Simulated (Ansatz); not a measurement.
A short molecular-dynamics run on CH6BNSi (`NB1C[SiH2]1`).

```yaml
crystal:
  periodic: [false, false, false]
  atoms:
    - {symbol: N, position_ang: [-1.521884, 0.446515, -1.056729]}
    - {symbol: B, position_ang: [-0.407216, 0.188571, -0.293785]}
    - {symbol: C, position_ang: [0.369171, -1.035232, 0.285615]}
    - {symbol: Si, position_ang: [1.165292, 0.628333, 0.762317]}
    - {symbol: H, position_ang: [-1.817649, 1.377577, -1.296058]}
    - {symbol: H, position_ang: [-2.114783, -0.280890, -1.425631]}
    - {symbol: H, position_ang: [-0.099469, -1.623728, 1.074504]}
    - {symbol: H, position_ang: [0.918473, -1.672131, -0.408293]}
    - {symbol: H, position_ang: [1.098517, 1.003819, 2.196088]}
    - {symbol: H, position_ang: [2.492747, 0.916065, 0.165070]}
basis:
  gaussian: {orbitals: def2-SVP}
hamiltonian: {xc: {name: PBE}, dispersion: d3bj}
md: {timestep: 0.5 fs, n_steps: 30, ensemble: nvt_langevin, temperature: 1500, initial_velocities: maxwell_boltzmann, friction: 0.01, seed: 298}
```

```sh
$ ansatz run in.yaml --threads 2 --pin off --events-out ev --progress --plain --max-ram 4352MiB
```

| step | time (fs) | potential energy (eV) | kinetic (eV) | T (K) | conserved (eV) |
| --- | --- | --- | --- | --- | --- |
| 0 | 0.0 | -11165.0623 | 1.7450 | 1350 | – |
| 1 | 0.5 | -11165.0531 | 1.7370 | 1344 | – |
| 2 | 1.0 | -11165.0182 | 1.7283 | 1337 | – |
| 3 | 1.5 | -11164.9619 | 1.7447 | 1350 | – |
| 4 | 2.0 | -11164.8890 | 1.5755 | 1219 | – |
| 5 | 2.5 | -11164.8111 | 1.4620 | 1131 | – |
| 6 | 3.0 | -11164.7438 | 1.2498 | 967 | – |
| 7 | 3.5 | -11164.6889 | 1.2389 | 958 | – |
| 8 | 4.0 | -11164.6444 | 1.2113 | 937 | – |
| 9 | 4.5 | -11164.6029 | 1.1181 | 865 | – |
| 10 | 5.0 | -11164.5589 | 1.0486 | 811 | – |
| 11 | 5.5 | -11164.5113 | 1.0198 | 789 | – |
| 12 | 6.0 | -11164.4612 | 0.9415 | 728 | – |
| 13 | 6.5 | -11164.4103 | 0.8837 | 684 | – |
| 14 | 7.0 | -11164.3605 | 0.8693 | 673 | – |
| 15 | 7.5 | -11164.3170 | 0.8087 | 626 | – |
| 16 | 8.0 | -11164.2909 | 0.7958 | 616 | – |
| 17 | 8.5 | -11164.2909 | 0.8637 | 668 | – |
| 18 | 9.0 | -11164.3002 | 0.9348 | 723 | – |
| 19 | 9.5 | -11164.3035 | 1.0149 | 785 | – |
| 20 | 10.0 | -11164.2939 | 0.9937 | 769 | – |
| 21 | 10.5 | -11164.2731 | 1.0105 | 782 | – |
| 22 | 11.0 | -11164.2397 | 1.0938 | 846 | – |
| 23 | 11.5 | -11164.1963 | 1.0422 | 806 | – |
| 24 | 12.0 | -11164.1591 | 1.0098 | 781 | – |
| 25 | 12.5 | -11164.1331 | 0.9240 | 715 | – |
| 26 | 13.0 | -11164.1176 | 0.8815 | 682 | – |
| 27 | 13.5 | -11164.1127 | 0.9070 | 702 | – |
| 28 | 14.0 | -11164.1162 | 0.9294 | 719 | – |
| 29 | 14.5 | -11164.1180 | 0.9879 | 764 | – |
| 30 | 15.0 | -11164.1175 | 1.0014 | 775 | – |

Velocities are drawn at the set temperature; a run this short doesn't reach equilibrium.

Frames (Å, forces in eV/Å):

```xyz
10
time=0.0 fs
N    -1.522    0.447   -1.057    0.221   -0.007    0.150
B    -0.407    0.189   -0.294    0.121   -0.056    0.080
C     0.369   -1.035    0.286   -0.107    0.188   -0.082
Si    1.165    0.628    0.762    0.065    0.285    0.031
H    -1.818    1.378   -1.296   -0.221    0.648   -0.175
H    -2.115   -0.281   -1.426   -0.411   -0.501   -0.257
H    -0.099   -1.624    1.075   -0.246   -0.330    0.432
H     0.918   -1.672   -0.408    0.300   -0.354   -0.368
H     1.099    1.004    2.196   -0.013    0.075    0.318
H     2.493    0.916    0.165    0.291    0.053   -0.129
10
time=0.5 fs
N    -1.515    0.446   -1.053   -0.471   -0.246   -0.349
B    -0.399    0.200   -0.292   -0.057   -0.200    0.031
C     0.360   -1.038    0.284   -0.054    0.536   -0.101
Si    1.164    0.624    0.762    0.084    0.297    0.286
H    -1.824    1.378   -1.294   -0.122    0.448   -0.108
H    -2.113   -0.287   -1.454    0.143    0.050    0.129
H    -0.130   -1.612    1.064   -0.258   -0.436    0.511
H     0.910   -1.657   -0.415    0.388   -0.554   -0.471
H     1.100    0.989    2.205   -0.001    0.077    0.213
H     2.478    0.939    0.155    0.349    0.029   -0.141
10
time=1.0 fs
N    -1.508    0.446   -1.048   -1.120   -0.361   -0.861
B    -0.390    0.212   -0.290   -0.265   -0.345   -0.042
C     0.351   -1.040    0.282    0.060    0.731   -0.157
Si    1.163    0.620    0.762    0.154    0.318    0.532
H    -1.830    1.381   -1.291   -0.004    0.188   -0.027
H    -2.113   -0.293   -1.483    0.644    0.540    0.526
H    -0.160   -1.602    1.056   -0.238   -0.496    0.527
H     0.905   -1.644   -0.424    0.388   -0.653   -0.471
H     1.100    0.974    2.213    0.013    0.081    0.104
H     2.465    0.961    0.144    0.367   -0.003   -0.131
10
time=1.5 fs
N    -1.502    0.445   -1.044   -1.661   -0.313   -1.336
B    -0.381    0.224   -0.288   -0.497   -0.493   -0.136
C     0.341   -1.041    0.279    0.214    0.795   -0.244
Si    1.162    0.617    0.762    0.275    0.345    0.767
H    -1.835    1.385   -1.290    0.131   -0.109    0.066
H    -2.111   -0.295   -1.514    1.035    0.899    0.883
H    -0.192   -1.594    1.047   -0.178   -0.505    0.480
H     0.903   -1.635   -0.434    0.309   -0.664   -0.379
H     1.098    0.957    2.222    0.033    0.090   -0.006
H     2.453    0.985    0.131    0.340   -0.046   -0.095
10
time=2.0 fs
N    -1.496    0.446   -1.040   -2.088   -0.179   -1.757
B    -0.372    0.235   -0.286   -0.742   -0.632   -0.238
C     0.332   -1.043    0.277    0.354    0.782   -0.310
Si    1.161    0.613    0.761    0.420    0.378    0.997
H    -1.840    1.390   -1.291    0.265   -0.400    0.163
H    -2.106   -0.296   -1.543    1.324    1.154    1.193
H    -0.223   -1.587    1.040   -0.080   -0.467    0.380
H     0.901   -1.628   -0.444    0.200   -0.640   -0.256
H     1.097    0.940    2.232    0.053    0.101   -0.124
H     2.442    1.010    0.117    0.296   -0.096   -0.046
10
time=2.5 fs
N    -1.492    0.446   -1.036   -2.351   -0.070   -2.074
B    -0.363    0.247   -0.285   -0.997   -0.763   -0.354
C     0.323   -1.044    0.274    0.437    0.725   -0.303
Si    1.160    0.610    0.761    0.550    0.393    1.206
H    -1.845    1.392   -1.291    0.356   -0.563    0.232
H    -2.097   -0.295   -1.570    1.508    1.296    1.440
H    -0.255   -1.582    1.033    0.064   -0.379    0.220
H     0.900   -1.623   -0.452    0.095   -0.616   -0.144
H     1.098    0.922    2.241    0.070    0.118   -0.218
H     2.430    1.031    0.103    0.267   -0.142   -0.005
10
time=3.0 fs
N    -1.488    0.446   -1.032   -2.436    0.055   -2.252
B    -0.355    0.257   -0.284   -1.263   -0.870   -0.481
C     0.314   -1.045    0.270    0.514    0.643   -0.279
Si    1.160    0.607    0.761    0.670    0.400    1.401
H    -1.848    1.391   -1.291    0.407   -0.600    0.273
H    -2.085   -0.289   -1.592    1.567    1.287    1.587
H    -0.285   -1.578    1.026    0.222   -0.283    0.050
H     0.900   -1.618   -0.460   -0.014   -0.586   -0.030
H     1.099    0.905    2.249    0.084    0.137   -0.297
H     2.418    1.051    0.092    0.250   -0.183    0.029
10
time=3.5 fs
N    -1.485    0.446   -1.029   -2.391    0.232   -2.315
B    -0.348    0.268   -0.283   -1.529   -0.966   -0.604
C     0.306   -1.046    0.265    0.593    0.557   -0.263
Si    1.159    0.605    0.762    0.798    0.412    1.589
H    -1.853    1.389   -1.289    0.439   -0.596    0.300
H    -2.067   -0.281   -1.609    1.517    1.171    1.635
H    -0.313   -1.574    1.020    0.380   -0.189   -0.120
H     0.900   -1.614   -0.468   -0.131   -0.545    0.095
H     1.100    0.890    2.258    0.096    0.151   -0.383
H     2.407    1.070    0.081    0.226   -0.227    0.066
10
time=4.0 fs
N    -1.483    0.445   -1.026   -2.204    0.445   -2.252
B    -0.341    0.278   -0.281   -1.789   -1.067   -0.729
C     0.298   -1.048    0.261    0.623    0.476   -0.218
Si    1.158    0.602    0.762    0.920    0.410    1.757
H    -1.856    1.385   -1.287    0.442   -0.536    0.309
H    -2.042   -0.270   -1.623    1.365    0.954    1.583
H    -0.342   -1.572    1.015    0.570   -0.076   -0.316
H     0.900   -1.611   -0.477   -0.243   -0.506    0.216
H     1.102    0.875    2.265    0.109    0.167   -0.452
H     2.396    1.088    0.070    0.206   -0.267    0.101
10
time=4.5 fs
N    -1.481    0.445   -1.023   -1.920    0.681   -2.083
B    -0.335    0.288   -0.279   -2.016   -1.179   -0.841
C     0.290   -1.049    0.256    0.615    0.421   -0.154
Si    1.157    0.600    0.763    1.014    0.390    1.906
H    -1.858    1.381   -1.284    0.406   -0.413    0.295
H    -2.015   -0.258   -1.635    1.145    0.653    1.442
H    -0.371   -1.566    1.011    0.765    0.031   -0.509
H     0.899   -1.610   -0.485   -0.339   -0.478    0.316
H     1.104    0.861    2.271    0.118    0.187   -0.488
H     2.385    1.102    0.063    0.213   -0.294    0.117
10
time=5.0 fs
N    -1.479    0.445   -1.021   -1.593    0.963   -1.846
B    -0.329    0.299   -0.279   -2.190   -1.312   -0.913
C     0.284   -1.051    0.252    0.640    0.414   -0.148
Si    1.157    0.597    0.765    1.100    0.374    2.039
H    -1.856    1.377   -1.280    0.345   -0.266    0.271
H    -1.985   -0.243   -1.647    0.884    0.289    1.226
H    -0.396   -1.559    1.008    0.910    0.096   -0.650
H     0.897   -1.612   -0.491   -0.436   -0.441    0.418
H     1.107    0.848    2.277    0.124    0.201   -0.527
H     2.376    1.115    0.058    0.216   -0.319    0.130
10
time=5.5 fs
N    -1.478    0.444   -1.019   -1.194    1.309   -1.497
B    -0.324    0.309   -0.279   -2.335   -1.447   -0.958
C     0.277   -1.052    0.249    0.714    0.433   -0.200
Si    1.156    0.593    0.766    1.195    0.367    2.146
H    -1.851    1.374   -1.276    0.259   -0.103    0.231
H    -1.953   -0.227   -1.658    0.569   -0.151    0.905
H    -0.417   -1.551    1.005    1.003    0.124   -0.736
H     0.895   -1.615   -0.498   -0.533   -0.390    0.526
H     1.110    0.837    2.283    0.128    0.211   -0.573
H     2.368    1.128    0.053    0.195   -0.353    0.156
10
time=6.0 fs
N    -1.477    0.443   -1.017   -0.740    1.636   -1.031
B    -0.319    0.319   -0.279   -2.461   -1.563   -0.993
C     0.272   -1.053    0.245    0.827    0.462   -0.303
Si    1.156    0.590    0.768    1.262    0.345    2.226
H    -1.845    1.370   -1.269    0.136    0.113    0.164
H    -1.920   -0.212   -1.666    0.226   -0.632    0.488
H    -0.435   -1.542    0.998    1.044    0.118   -0.761
H     0.890   -1.620   -0.505   -0.622   -0.327    0.633
H     1.114    0.826    2.288    0.130    0.222   -0.590
H     2.359    1.140    0.049    0.196   -0.376    0.168
10
time=6.5 fs
N    -1.475    0.444   -1.016   -0.272    1.859   -0.500
B    -0.315    0.328   -0.279   -2.566   -1.668   -1.015
C     0.266   -1.054    0.241    0.981    0.522   -0.458
Si    1.155    0.587    0.771    1.293    0.303    2.282
H    -1.838    1.365   -1.261   -0.028    0.414    0.065
H    -1.888   -0.200   -1.672   -0.095   -1.097    0.032
H    -0.451   -1.531    0.989    1.014    0.073   -0.710
H     0.883   -1.628   -0.510   -0.689   -0.259    0.722
H     1.118    0.816    2.291    0.132    0.236   -0.581
H     2.348    1.148    0.045    0.228   -0.383    0.164
10
time=7.0 fs
N    -1.474    0.444   -1.015    0.152    1.961    0.018
B    -0.311    0.337   -0.279   -2.644   -1.773   -1.016
C     0.261   -1.054    0.237    1.184    0.622   -0.660
Si    1.155    0.584    0.773    1.302    0.245    2.298
H    -1.832    1.360   -1.251   -0.219    0.767   -0.056
H    -1.856   -0.190   -1.678   -0.355   -1.492   -0.396
H    -0.461   -1.522    0.975    0.899   -0.004   -0.579
H     0.875   -1.636   -0.515   -0.724   -0.198    0.776
H     1.122    0.805    2.292    0.134    0.256   -0.540
H     2.337    1.154    0.041    0.271   -0.382    0.153
10
time=7.5 fs
N    -1.474    0.445   -1.014    0.492    2.001    0.478
B    -0.308    0.346   -0.281   -2.675   -1.862   -0.991
C     0.257   -1.054    0.233    1.434    0.739   -0.909
Si    1.154    0.581    0.776    1.289    0.176    2.271
H    -1.828    1.355   -1.242   -0.407    1.095   -0.176
H    -1.825   -0.185   -1.683   -0.555   -1.810   -0.780
H    -0.467   -1.515    0.957    0.707   -0.110   -0.371
H     0.866   -1.646   -0.517   -0.736   -0.131    0.806
H     1.128    0.794    2.291    0.133    0.280   -0.465
H     2.326    1.158    0.038    0.316   -0.377    0.137
10
time=8.0 fs
N    -1.473    0.445   -1.012    0.648    1.987    0.733
B    -0.306    0.354   -0.282   -2.633   -1.929   -0.925
C     0.253   -1.053    0.228    1.690    0.911   -1.151
Si    1.154    0.578    0.780    1.267    0.111    2.208
H    -1.825    1.353   -1.234   -0.547    1.281   -0.271
H    -1.794   -0.185   -1.689   -0.654   -1.946   -1.009
H    -0.472   -1.507    0.936    0.448   -0.243   -0.102
H     0.856   -1.656   -0.516   -0.696   -0.097    0.772
H     1.135    0.784    2.290    0.131    0.301   -0.381
H     2.317    1.161    0.035    0.347   -0.377    0.126
10
time=8.5 fs
N    -1.472    0.447   -1.010    0.499    1.955    0.593
B    -0.304    0.361   -0.285   -2.509   -1.979   -0.807
C     0.249   -1.053    0.224    1.874    1.171   -1.297
Si    1.153    0.575    0.783    1.263    0.063    2.101
H    -1.823    1.356   -1.229   -0.575    1.173   -0.303
H    -1.763   -0.191   -1.699   -0.615   -1.779   -0.942
H    -0.478   -1.501    0.914    0.166   -0.377    0.182
H     0.843   -1.666   -0.510   -0.565   -0.148    0.630
H     1.144    0.776    2.288    0.130    0.318   -0.299
H     2.311    1.162    0.029    0.333   -0.398    0.142
10
time=9.0 fs
N    -1.471    0.449   -1.008    0.162    1.984    0.189
B    -0.303    0.368   -0.287   -2.364   -2.004   -0.683
C     0.245   -1.053    0.218    1.964    1.475   -1.328
Si    1.153    0.572    0.785    1.287    0.033    1.955
H    -1.826    1.365   -1.228   -0.487    0.800   -0.270
H    -1.731   -0.198   -1.711   -0.516   -1.428   -0.684
H    -0.486   -1.496    0.890   -0.098   -0.485    0.439
H     0.826   -1.675   -0.502   -0.362   -0.270    0.405
H     1.151    0.770    2.285    0.134    0.332   -0.206
H     2.307    1.164    0.020    0.280   -0.436    0.183
10
time=9.5 fs
N    -1.470    0.451   -1.005   -0.185    1.978   -0.313
B    -0.301    0.374   -0.289   -2.250   -2.005   -0.585
C     0.243   -1.054    0.211    1.988    1.787   -1.275
Si    1.153    0.569    0.788    1.343    0.017    1.801
H    -1.831    1.376   -1.226   -0.352    0.341   -0.215
H    -1.699   -0.207   -1.725   -0.419   -0.979   -0.329
H    -0.494   -1.493    0.866   -0.345   -0.565    0.666
H     0.807   -1.686   -0.494   -0.117   -0.428    0.134
H     1.158    0.765    2.283    0.139    0.340   -0.129
H     2.305    1.166    0.011    0.198   -0.486    0.244
10
time=10.0 fs
N    -1.470    0.454   -1.003   -0.460    1.851   -0.826
B    -0.300    0.379   -0.292   -2.155   -1.994   -0.507
C     0.241   -1.055    0.204    1.928    2.084   -1.125
Si    1.152    0.565    0.791    1.415    0.012    1.672
H    -1.838    1.386   -1.225   -0.233   -0.057   -0.179
H    -1.669   -0.219   -1.736   -0.350   -0.479    0.073
H    -0.502   -1.490    0.843   -0.541   -0.601    0.837
H     0.787   -1.699   -0.484    0.153   -0.613   -0.162
H     1.167    0.762    2.284    0.142    0.337   -0.098
H     2.306    1.166    0.002    0.101   -0.540    0.314
10
time=10.5 fs
N    -1.469    0.458   -1.001   -0.689    1.632   -1.324
B    -0.299    0.384   -0.295   -2.025   -1.971   -0.412
C     0.240   -1.055    0.196    1.769    2.295   -0.895
Si    1.151    0.561    0.794    1.474    0.010    1.558
H    -1.846    1.394   -1.224   -0.136   -0.355   -0.156
H    -1.638   -0.233   -1.746   -0.324    0.004    0.460
H    -0.513   -1.489    0.821   -0.634   -0.566    0.915
H     0.765   -1.716   -0.474    0.409   -0.791   -0.440
H     1.174    0.759    2.287    0.146    0.330   -0.089
H     2.307    1.165   -0.007    0.010   -0.587    0.383
10
time=11.0 fs
N    -1.468    0.461   -1.000   -0.912    1.378   -1.840
B    -0.298    0.388   -0.297   -1.866   -1.940   -0.300
C     0.239   -1.054    0.189    1.591    2.384   -0.674
Si    1.151    0.558    0.798    1.526    0.007    1.442
H    -1.856    1.400   -1.225   -0.031   -0.628   -0.131
H    -1.608   -0.247   -1.757   -0.330    0.493    0.849
H    -0.525   -1.490    0.800   -0.654   -0.478    0.936
H     0.743   -1.736   -0.465    0.608   -0.905   -0.645
H     1.183    0.754    2.291    0.151    0.322   -0.094
H     2.308    1.163   -0.017   -0.084   -0.634    0.459
10
time=11.5 fs
N    -1.466    0.464   -1.000   -1.089    1.160   -2.274
B    -0.297    0.391   -0.300   -1.718   -1.896   -0.202
C     0.238   -1.054    0.181    1.430    2.320   -0.495
Si    1.150    0.554    0.802    1.564    0.009    1.354
H    -1.866    1.406   -1.224    0.078   -0.882   -0.117
H    -1.578   -0.262   -1.766   -0.376    0.930    1.174
H    -0.540   -1.492    0.781   -0.599   -0.348    0.902
H     0.723   -1.759   -0.458    0.725   -0.924   -0.747
H     1.190    0.750    2.296    0.154    0.311   -0.123
H     2.308    1.162   -0.025   -0.168   -0.678    0.529
10
time=12.0 fs
N    -1.465    0.467   -1.000   -1.175    0.948   -2.571
B    -0.295    0.394   -0.303   -1.608   -1.840   -0.135
C     0.236   -1.053    0.173    1.268    2.020   -0.370
Si    1.150    0.550    0.805    1.591    0.015    1.308
H    -1.876    1.410   -1.222    0.159   -1.057   -0.121
H    -1.551   -0.276   -1.772   -0.451    1.283    1.404
H    -0.558   -1.494    0.764   -0.419   -0.161    0.777
H     0.705   -1.786   -0.452    0.722   -0.785   -0.696
H     1.197    0.745    2.304    0.156    0.295   -0.189
H     2.310    1.160   -0.032   -0.242   -0.716    0.592
10
time=12.5 fs
N    -1.464    0.470   -1.002   -1.151    0.726   -2.722
B    -0.294    0.396   -0.305   -1.538   -1.774   -0.094
C     0.235   -1.051    0.165    1.139    1.542   -0.324
Si    1.150    0.546    0.809    1.600    0.010    1.266
H    -1.885    1.411   -1.222    0.195   -1.115   -0.143
H    -1.525   -0.286   -1.776   -0.543    1.530    1.534
H    -0.577   -1.496    0.749   -0.172    0.040    0.611
H     0.690   -1.813   -0.452    0.618   -0.494   -0.514
H     1.204    0.741    2.312    0.157    0.277   -0.262
H     2.313    1.154   -0.039   -0.305   -0.741    0.649
10
time=13.0 fs
N    -1.463    0.473   -1.005   -1.070    0.573   -2.723
B    -0.294    0.399   -0.308   -1.476   -1.701   -0.056
C     0.232   -1.049    0.157    1.006    1.020   -0.293
Si    1.150    0.542    0.813    1.580   -0.001    1.224
H    -1.893    1.409   -1.222    0.201   -1.095   -0.174
H    -1.502   -0.291   -1.776   -0.647    1.629    1.531
H    -0.597   -1.498    0.735    0.096    0.237    0.440
H     0.677   -1.839   -0.453    0.499   -0.169   -0.311
H     1.210    0.739    2.320    0.159    0.259   -0.331
H     2.315    1.145   -0.045   -0.347   -0.753    0.694
10
time=13.5 fs
N    -1.463    0.476   -1.008   -0.982    0.505   -2.615
B    -0.294    0.400   -0.310   -1.391   -1.617    0.000
C     0.230   -1.047    0.149    0.856    0.487   -0.261
Si    1.150    0.538    0.817    1.544   -0.013    1.168
H    -1.901    1.405   -1.223    0.191   -1.017   -0.202
H    -1.479   -0.290   -1.774   -0.751    1.584    1.407
H    -0.618   -1.499    0.723    0.378    0.424    0.266
H     0.665   -1.864   -0.455    0.379    0.164   -0.108
H     1.218    0.737    2.327    0.156    0.239   -0.380
H     2.317    1.135   -0.049   -0.381   -0.757    0.726
10
time=14.0 fs
N    -1.462    0.479   -1.011   -0.853    0.439   -2.381
B    -0.295    0.402   -0.313   -1.264   -1.529    0.095
C     0.229   -1.045    0.142    0.745   -0.027   -0.274
Si    1.151    0.534    0.821    1.482   -0.035    1.073
H    -1.910    1.396   -1.226    0.129   -0.818   -0.246
H    -1.458   -0.285   -1.766   -0.859    1.407    1.157
H    -0.637   -1.499    0.710    0.620    0.576    0.126
H     0.655   -1.888   -0.459    0.253    0.518    0.102
H     1.228    0.734    2.332    0.150    0.223   -0.395
H     2.320    1.124   -0.050   -0.403   -0.755    0.743
10
time=14.5 fs
N    -1.463    0.481   -1.016   -0.651    0.395   -1.999
B    -0.295    0.403   -0.315   -1.159   -1.439    0.186
C     0.227   -1.044    0.134    0.692   -0.458   -0.316
Si    1.152    0.530    0.825    1.401   -0.065    0.963
H    -1.919    1.385   -1.230    0.021   -0.529   -0.304
H    -1.435   -0.277   -1.755   -0.963    1.105    0.787
H    -0.652   -1.498    0.698    0.781    0.676    0.041
H     0.646   -1.913   -0.462    0.145    0.851    0.285
H     1.238    0.732    2.335    0.142    0.209   -0.388
H     2.322    1.113   -0.050   -0.409   -0.745    0.746
10
time=15.0 fs
N    -1.463    0.484   -1.021   -0.413    0.513   -1.425
B    -0.296    0.405   -0.318   -1.108   -1.334    0.255
C     0.226   -1.043    0.125    0.664   -0.799   -0.344
Si    1.153    0.525    0.829    1.313   -0.095    0.879
H    -1.928    1.372   -1.237   -0.103   -0.210   -0.357
H    -1.414   -0.264   -1.742   -1.040    0.597    0.240
H    -0.664   -1.494    0.688    0.891    0.738   -0.018
H     0.637   -1.935   -0.466    0.061    1.127    0.426
H     1.252    0.730    2.337    0.124    0.191   -0.378
H     2.322    1.102   -0.046   -0.388   -0.727    0.722
```

Run time 44 s (2 threads of an Arm Neoverse V1 on a shared host); peak host memory 0.39 GiB.
